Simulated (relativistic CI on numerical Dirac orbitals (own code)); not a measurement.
Calculated at this level of theory: Dirac-Coulomb-Breit CI, separate exchange-only KLI orbitals for each configuration, model QED, valence Slater integrals scaled by 0.85, P86 correlation energy added to each configuration (own radial code, finite nucleus).

Configurations in the expansion (outside the closed core [Xe]): 4f14.6s, 4f14.5d, 4f14.6p, 4f14.6d, 4f14.6f, 4f13.6s.5d, 4f14.7s, 4f13.6s2, 4f14.7p, 4f14.5f, 4f14.8s, 4f14.7d, 4f14.8p, 4f14.5g, 4f14.9s, 4f13.6s.6p, 4f14.8d, 4f13.6s.7p, 4f13.6s.5f. Double excitations out of closed p, d and f shells are left out; levels of such configurations are missing from the list, as are those of other unlisted configurations, and high levels can miss mixing partners.

Correlation outside the listed configurations is missing or only estimated: errors of thousands of cm⁻¹ between configurations and terms are usual at this charge. Rates and lifetimes follow the computed energies and can be off by large factors. The fine structure of a lone outer electron comes out too small, for d and f at times inverted, and misplaced configurations move strength between like terms. 14 of the 14 excited levels that our extract of the measured tables holds in this range could be paired (the sources list more); they are missed by 4127 cm⁻¹ on average and 5148 at most, and levels without a partner can miss by more.

Outline of the computed level scheme of Lu III. Lowest level of each configuration: 4f14.6s 2S_1/2 at 0.0000 eV; 4f14.5d 2D_3/2 at 0.4570 eV; 4f14.6p 2P°_1/2 at 4.4484 eV; 4f13.6s.5d 4P°_5/2 at 7.7983 eV; 4f14.7s 2S_1/2 at 10.2586 eV; 4f13.6s2 2F°_7/2 at 10.7654 eV; 4f14.6d 2D_3/2 at 10.8527 eV.

Some strong electric-dipole decays among the lowest 45 levels: 4f14.6d 2D_5/2 → 4f14.6p 2P°_3/2 (9.7e+08 s⁻¹); 4f14.6d 2D_3/2 → 4f14.6p 2P°_1/2 (9.2e+08 s⁻¹); 4f13.6s.5d 2P°_3/2 → 4f14.6s 2S_1/2 (8.0e+08 s⁻¹); 4f14.7s 2S_1/2 → 4f14.6p 2P°_3/2 (5.0e+08 s⁻¹); 4f14.6p 2P°_3/2 → 4f14.6s 2S_1/2 (4.5e+08 s⁻¹); 4f14.6p 2P°_1/2 → 4f14.6s 2S_1/2 (3.0e+08 s⁻¹); 4f13.6s.5d 2D°_3/2 → 4f14.6s 2S_1/2 (2.8e+08 s⁻¹); 4f14.7s 2S_1/2 → 4f14.6p 2P°_1/2 (2.5e+08 s⁻¹).

Rates of lines that live on the mixing of spin multiplicities can be off by large factors.

LS names give the leading component of a level, which can be under half, so a name can repeat, a term be missing and a line seem to break the LS rules.
